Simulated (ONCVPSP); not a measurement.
**What one change does to a pseudopotential (Li (Z = 3), ONCV)**

lithium, optimised norm-conserving Vanderbilt (ONCV), made with ONCVPSP 4.0.1 (PBE, scalar-relativistic). Core none, reference 1s2 2s1. Waves: 1s+2s: rc 1.00 bohr, ncon 4, nbas 8, qcut 14.7 1/bohr, 3 projectors, debl 1 Ha; p scattering state at 0.16 Ha: rc 0.85 bohr, ncon 4, nbas 7, qcut 10.4 1/bohr, local. Local part: the p channel. Core correction: none.

Change: s: rc 0.88.

Cutoffs: the cutoffs (Ha) at which the residual kinetic energy of the hardest occupied pseudo-wave falls to 1 and 0.1 mHa per electron; they do not see the model core or the augmentation charge, which bear on the density cutoff. Errors are all-electron minus pseudo energies relative to the spin-unpolarised reference configuration.

Question: What does the change do?

Answer: The potential gets harder (62 Ha and 75 Ha → 68 Ha and 82 Ha); of the 4 tests that both files solve, the error grows in 0 and shrinks in 1 by more than 15 % and 0.3 meV (median size 0.2 → 0.2 meV); neither file shows a bound ghost. A smaller radius makes the pseudo-wave follow the all-electron one further in, where it bends more sharply, so more plane waves are needed.

| quantity | base | changed |
| --- | --- | --- |
| cutoff, loose | 62 Ha | 68 Ha |
| cutoff, tight | 75 Ha | 82 Ha |
| bound ghosts | none | none |
| GHOST(+) flags under 300 eV | none | none |
| error for 1s2 2s0, meV [ΔE 5.30 eV] | +0.2 | +0.1 |
| error for 1s2 2s0.5, meV [ΔE 2.05 eV] | 0.0 | 0.0 |
| error for 1s2 2s0 2p1, meV [ΔE 1.79 eV] | +0.2 | +0.2 |
| error for 1s1 2s1, meV [ΔE 68.41 eV] | +400 | +302 |
| p: phases at 0.86 bohr within 0.05 rad from the reference energy up to (Ha; the scan ends near 5) | to the end of the scan | to the end of the scan |
